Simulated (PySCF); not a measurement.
C₂HO (SMILES [CH]=C=O), doublet, geometry from GFN2-xTB, with bond 3-1 at 1.6 times its length; PySCF with B3LYP/3-21G.

Here is a job for PySCF.
```python
from pyscf import gto, scf, dft

mol = gto.Mole()
mol.atom = '''
    C     0.02096193   -0.29118014   -1.19660672
    C     0.00440730    0.00402097    0.01711055
    H     0.15969927   -0.68905878   -2.81794754
    O    -0.03248602    0.28285117    1.16086522
'''
mol.basis = '3-21g'
mol.spin = 1
mol.verbose = 4
mol.build()

mf = dft.UKS(mol)
mf.xc = 'b3lyp'
mf.conv_tol_grad = 1e-7
mf.kernel()
mf.analyze()
```

Predict the main parts of the log of this PySCF run.


```
PySCF version 2.14.0

[INPUT] verbose = 4
[INPUT] num. atoms = 4
[INPUT] num. electrons = 21
[INPUT] charge = 0
[INPUT] spin (= nelec alpha-beta = 2S) = 1
[INPUT] symmetry False subgroup None
[INPUT] Mole.unit = angstrom
[INPUT] Symbol           X                Y                Z      unit          X                Y                Z       unit  Magmom
[...]
nuclear repulsion = 51.2956645548716
number of shells = 17
number of NR pGTOs = 48
number of NR cGTOs = 29
basis = 3-21g
ecp = {}

******** <class 'pyscf.dft.uks.UKS'> ********
method = UKS
initial guess = minao
damping factor = 0
level_shift factor = 0
DIIS = <class 'pyscf.scf.diis.CDIIS'>
diis_start_cycle = 1
diis_space = 8
diis_damp = 0
SCF conv_tol = 1e-09
SCF conv_tol_grad = 1e-07
SCF max_cycles = 50
direct_scf = True
direct_scf_tol = 1e-13
number electrons alpha = 11  beta = 10
XC library pyscf.dft.libxc version 7.1.2
    S. Lehtola, C. Steigemann, M. J. T. Oliveira, and M. A. L. Marques,  SoftwareX 7, 1–5 (2018)
XC functionals = b3lyp
    P. J. Stephens, F. J. Devlin, C. F. Chabalowski, and M. J. Frisch,  J. Phys. Chem. 98, 11623 (1994)
radial grids:
    Treutler-Ahlrichs [JCP 102, 346 (1995); DOI:10.1063/1.469408] (M4) radial grids

becke partition: Becke, JCP 88, 2547 (1988); DOI:10.1063/1.454033
pruning grids: <function nwchem_prune>
grids dens level: 3
symmetrized grids: False
atomic radii adjust function: <function treutler_atomic_radii_adjust>
small_rho_cutoff = 0
tot grids = 52128
init E= -151.317196422709

cycle= 1 E= -150.874969428758  delta_E= 0.442  |g|= 0.456  |ddm|=  1.7
cycle= 2 E= -149.890713770092  delta_E= 0.984  |g|= 1.48  |ddm|= 2.08
cycle= 3 E= -150.961627404301  delta_E= -1.07  |g|= 0.159  |ddm|= 1.82
cycle= 4 E= -150.965450895736  delta_E= -0.00382  |g|= 0.147  |ddm|= 0.253
cycle= 5 E= -150.976768074003  delta_E= -0.0113  |g|= 0.0219  |ddm|= 0.114
cycle= 6 E= -150.977158205169  delta_E= -0.00039  |g|= 0.0103  |ddm|= 0.0376
cycle= 7 E= -150.977277836351  delta_E= -0.00012  |g|= 0.00391  |ddm|= 0.0168
cycle= 8 E= -150.97733988029  delta_E= -6.2e-05  |g|= 0.00179  |ddm|= 0.0159
cycle= 9 E= -150.977359386491  delta_E= -1.95e-05  |g|= 0.000726  |ddm|= 0.0108
cycle= 10 E= -150.977363142914  delta_E= -3.76e-06  |g|= 0.00018  |ddm|= 0.00623
cycle= 11 E= -150.977363230683  delta_E= -8.78e-08  |g|= 3.73e-05  |ddm|= 0.000944
cycle= 12 E= -150.977363233123  delta_E= -2.44e-09  |g|= 6.74e-06  |ddm|= 0.000121
[...]
converged SCF energy = -150.977363233254  <S^2> = 0.7760283  2S+1 = 2.0258611
**** SCF Summaries ****
Total Energy =                        -150.977363233253726
Nuclear Repulsion Energy =              51.295664554871614
One-electron Energy =                 -305.970999121496675
Two-electron Energy =                  103.697971333371328
Two-electron Coulomb Energy =          123.211651322858145
DFT Exchange-Correlation Energy =      -19.513679989486814
**** MO energy ****
                             alpha | beta                alpha | beta
[...]
To work with the spin densities directly, `use mulliken_meta_spin()` only printing them here.

 ** Mulliken spin pop alpha/beta on meta-lowdin orthogonal AOs **
 ** Mulliken Spin Density (per AO)  **
spin_pop of  0 C 1s       -0.00001
spin_pop of  0 C 2s        0.07333
spin_pop of  0 C 3s        0.00042
spin_pop of  0 C 2px       0.03688
spin_pop of  0 C 2py       0.59502
spin_pop of  0 C 2pz       0.09038
spin_pop of  0 C 3px      -0.00020
spin_pop of  0 C 3py       0.00037
spin_pop of  0 C 3pz      -0.00050
spin_pop of  1 C 1s        0.00000
spin_pop of  1 C 2s       -0.01220
spin_pop of  1 C 3s        0.00007
spin_pop of  1 C 2px      -0.03289
spin_pop of  1 C 2py      -0.00229
spin_pop of  1 C 2pz      -0.00804
spin_pop of  1 C 3px       0.00012
spin_pop of  1 C 3py       0.00063
spin_pop of  1 C 3pz      -0.00011
spin_pop of  2 H 1s       -0.12072
spin_pop of  2 H 2s        0.00000
spin_pop of  3 O 1s       -0.00000
spin_pop of  3 O 2s        0.00520
spin_pop of  3 O 3s       -0.00013
spin_pop of  3 O 2px      -0.00280
spin_pop of  3 O 2py       0.35219
spin_pop of  3 O 2pz       0.02452
spin_pop of  3 O 3px      -0.00003
spin_pop of  3 O 3py       0.00062
spin_pop of  3 O 3pz       0.00015
 ** Mulliken Spin Density (per atom)  **
spin density of  0 C =      0.79570
spin density of  1 C =     -0.05470
spin density of  2 H =     -0.12072
spin density of  3 O =      0.37972
 ** Mulliken pop alpha/beta on meta-lowdin orthogonal AOs **
 ** Mulliken pop       alpha | beta **
[...]
In total            11.00000 | 10.00000
 ** Mulliken atomic charges   ( Nelec_alpha | Nelec_beta ) **
charge of  0C =     -0.23097  (     3.51333      2.71763 )
charge of  1C =      0.22748  (     2.85891      2.91361 )
charge of  2H =      0.20258  (     0.33835      0.45907 )
charge of  3O =     -0.19909  (     4.28941      3.90969 )
Dipole moment(X, Y, Z, Debye):  0.25404, -0.62156, -2.52828
```
